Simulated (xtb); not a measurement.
xtb input (GFN1-xTB):

```bash
xtb mol.xyz --gfn 1 --sp --chrg 1 --uhf 0
```
mol.xyz:
```
11

B     -0.13719713     0.01581645     0.07954862
N      1.24069437    -0.10311207    -0.68857807
N     -0.63678429    -1.18306481     0.57291477
N     -0.67506311     1.29355828     0.15600212
H      1.65658546     0.80481701    -0.89940789
H      1.92821914    -0.62675807    -0.14220686
H     -1.51216728    -1.23502638     1.06982580
H     -0.19658952    -2.08317754     0.48120373
H     -1.55333563     1.47703039     0.61569755
H     -0.26511650     2.12835646    -0.22748244
H      1.12646135    -0.59599376    -1.57774477
```

Output:

```
           -------------------------------------------------
          |                Calculation Setup                |
           -------------------------------------------------

           -------------------------------------------------
          |                 G F N 1 - x T B                 |
           -------------------------------------------------

        Reference                      10.1021/acs.jctc.7b00118
      * Hamiltonian:
        H0-scaling (s, p, d)           1.850000    2.250000    2.000000
        zeta-weighting                 0.000000
      * Dispersion:
        s8                             2.400000
        a1                             0.630000
        a2                             5.000000
        s9                             0.000000
      * Repulsion:
        kExp                           1.500000
        rExp                           1.000000
      * Coulomb:
        alpha                          2.000000
        third order                    atomic
        anisotropic                    false
      * Halogen bond correction:
        rad-scale                      1.300000
        damping                        0.440000

          ...................................................
          :                      SETUP                      :
          :.................................................:
          :  # basis functions                  30          :
          :  # atomic orbitals                  30          :
          :  # shells                           22          :
          :  # electrons                        24          :
          :  # halogen bonds                     0          :
          :  max. iterations                   250          :
          :  Hamiltonian                  GFN1-xTB          :
          :  restarted?                      false          :
          :  GBSA solvation                  false          :
          :  PC potential                    false          :
          :  electronic temp.          300.0000000     K    :
          :  accuracy                    1.0000000          :
          :  -> integral cutoff          0.2500000E+02      :
          :  -> integral neglect         0.1000000E-07      :
          :  -> SCF convergence          0.1000000E-05 Eh   :
          :  -> wf. convergence          0.2000000E-04 e    :
          :  Broyden damping             0.4000000          :
          :  net charge                          1          :
          :  unpaired electrons                  0          :
          ...................................................

 iter      E             dE          RMSdq      gap      omega  full diag
   1    -14.6195025 -0.146195E+02  0.674E+00    7.26       0.0  T
   2    -14.6611362 -0.416337E-01  0.399E+00    6.23       1.0  T
   3    -14.6619349 -0.798694E-03  0.841E-01    5.84       1.0  T
   4    -14.6621000 -0.165063E-03  0.919E-02    5.89       1.0  T
   5    -14.6621362 -0.362416E-04  0.140E-02    5.92       2.2  T
   6    -14.6621367 -0.497554E-06  0.215E-03    5.92      14.0  T
   7    -14.6621367 -0.261351E-07  0.640E-04    5.93      47.1  T
   8    -14.6621367 -0.295993E-08  0.183E-04    5.93     164.9  T
   9    -14.6621367 -0.300142E-09  0.269E-05    5.93    1122.4  T

   *** convergence criteria satisfied after 9 iterations ***

         #    Occupation            Energy/Eh            Energy/eV
      -------------------------------------------------------------
         1        2.0000           -1.0278588             -27.9695
       ...           ...                  ...                  ...
         6        2.0000           -0.7983552             -21.7243
         7        2.0000           -0.7578776             -20.6229
         8        2.0000           -0.7293242             -19.8459
         9        2.0000           -0.7101381             -19.3238
        10        2.0000           -0.7044024             -19.1678
        11        2.0000           -0.6502301             -17.6937
        12        2.0000           -0.5940706             -16.1655 (HOMO)
        13                         -0.3762900             -10.2394 (LUMO)
        14                         -0.3662432              -9.9660
        15                         -0.3089298              -8.4064
        16                         -0.2911076              -7.9214
        17                         -0.2867647              -7.8033
       ...                                ...                  ...
        30                          0.5554373              15.1142
      -------------------------------------------------------------
                  HL-Gap            0.2177807 Eh            5.9261 eV
             Fermi-level           -0.4851803 Eh          -13.2024 eV

 SCC (total)                   0 d,  0 h,  0 min,  0.008 sec
 SCC setup                      ...        0 min,  0.000 sec (  1.549%)
 Dispersion                     ...        0 min,  0.000 sec (  0.965%)
 classical contributions        ...        0 min,  0.000 sec (  0.481%)
 integral evaluation            ...        0 min,  0.002 sec ( 24.964%)
 iterations                     ...        0 min,  0.002 sec ( 27.748%)
 molecular gradient             ...        0 min,  0.003 sec ( 41.583%)
 printout                       ...        0 min,  0.000 sec (  2.528%)

         :::::::::::::::::::::::::::::::::::::::::::::::::::::
         ::                     SUMMARY                     ::
         :::::::::::::::::::::::::::::::::::::::::::::::::::::
         :: total energy             -14.477494921760 Eh    ::
         :: gradient norm              0.016018762111 Eh/a0 ::
         :: HOMO-LUMO gap              5.926113738817 eV    ::
         ::.................................................::
         :: SCC energy               -14.662136730934 Eh    ::
         :: -> electrostatic           0.134075170710 Eh    ::
         :: repulsion energy           0.187513040816 Eh    ::
         :: dispersion energy         -0.002871231643 Eh    ::
         :: halogen bond corr.         0.000000000000 Eh    ::
         :: add. restraining           0.000000000000 Eh    ::
         :: total charge               1.000000000000 e     ::
         :::::::::::::::::::::::::::::::::::::::::::::::::::::

           -------------------------------------------------
          |                Property Printout                |
           -------------------------------------------------

    * Orbital Energies and Occupations

         #    Occupation            Energy/Eh            Energy/eV
      -------------------------------------------------------------
         1        2.0000           -1.0278588             -27.9695
         2        2.0000           -0.9405314             -25.5932
         3        2.0000           -0.9366804             -25.4884
         4        2.0000           -0.8129863             -22.1225
         5        2.0000           -0.8125506             -22.1106
         6        2.0000           -0.7983552             -21.7243
         7        2.0000           -0.7578776             -20.6229
         8        2.0000           -0.7293242             -19.8459
         9        2.0000           -0.7101381             -19.3238
        10        2.0000           -0.7044024             -19.1678
        11        2.0000           -0.6502301             -17.6937
        12        2.0000           -0.5940706             -16.1655 (HOMO)
        13                         -0.3762900             -10.2394 (LUMO)
        14                         -0.3662432              -9.9660
        15                         -0.3089298              -8.4064
        16                         -0.2911076              -7.9214
        17                         -0.2867647              -7.8033
Note: The following floating-point exceptions are signalling: IEEE_DENORMAL
normal termination of xtb
        18                         -0.2718187              -7.3966
        19                         -0.2313740              -6.2960
        20                         -0.2074007              -5.6437
        21                         -0.1485362              -4.0419
        22                         -0.0165414              -0.4501
        23                         -0.0078807              -0.2144
       ...                                ...                  ...
        30                          0.5554373              15.1142
      -------------------------------------------------------------
                  HL-Gap            0.2177807 Eh            5.9261 eV
             Fermi-level           -0.4851803 Eh          -13.2024 eV

  Mulliken/CM5 charges         n(s)   n(p)   n(d)
     1B     0.47001  0.41995   0.818  1.712  0.000
     2N    -0.32399 -0.86855   1.476  3.848  0.000
     3N    -0.48117 -0.86499   1.428  4.053  0.000
     4N    -0.47903 -0.86289   1.428  4.051  0.000
     5H     0.27136  0.46270   0.729  0.000  0.000
     6H     0.27312  0.46333   0.727  0.000  0.000
     7H     0.25752  0.45502   0.742  0.000  0.000
     8H     0.24001  0.43817   0.760  0.000  0.000
     9H     0.25761  0.45506   0.742  0.000  0.000
    10H     0.24010  0.43821   0.760  0.000  0.000
    11H     0.27446  0.46401   0.726  0.000  0.000

Wiberg/Mayer (AO) data.
largest (>0.10) Wiberg bond orders for each atom

 ---------------------------------------------------------------------------
     #   Z sym  total        # sym  WBO       # sym  WBO       # sym  WBO
 ---------------------------------------------------------------------------
     1   5 B    3.395 --     4 N    1.308     3 N    1.304     2 N    0.722
     2   7 N    3.487 --     5 H    0.914     6 H    0.911    11 H    0.909
                             1 B    0.722
     3   7 N    3.245 --     1 B    1.304     8 H    0.918     7 H    0.908
     4   7 N    3.247 --     1 B    1.308    10 H    0.918     9 H    0.908
     5   1 H    0.928 --     2 N    0.914
     6   1 H    0.929 --     2 N    0.911
     7   1 H    0.932 --     3 N    0.908
     8   1 H    0.941 --     3 N    0.918
     9   1 H    0.932 --     4 N    0.908
    10   1 H    0.941 --     4 N    0.918
    11   1 H    0.928 --     2 N    0.909
 ---------------------------------------------------------------------------

Topologies differ in total number of bonds
Writing topology from bond orders to xtbtopo.mol

 dipole moment from electron density (au)
     X       Y       Z
   1.3008  -0.1290  -0.7398  total (Debye):    3.818

           -------------------------------------------------
          | TOTAL ENERGY              -14.477494921760 Eh   |
          | GRADIENT NORM               0.016018762111 Eh/α |
          | HOMO-LUMO GAP               5.926113738817 eV   |
           -------------------------------------------------

------------------------------------------------------------------------
------------------------------------------------------------------------
 total:
 SCF:
```

It need not be the lowest isomer of its formula.
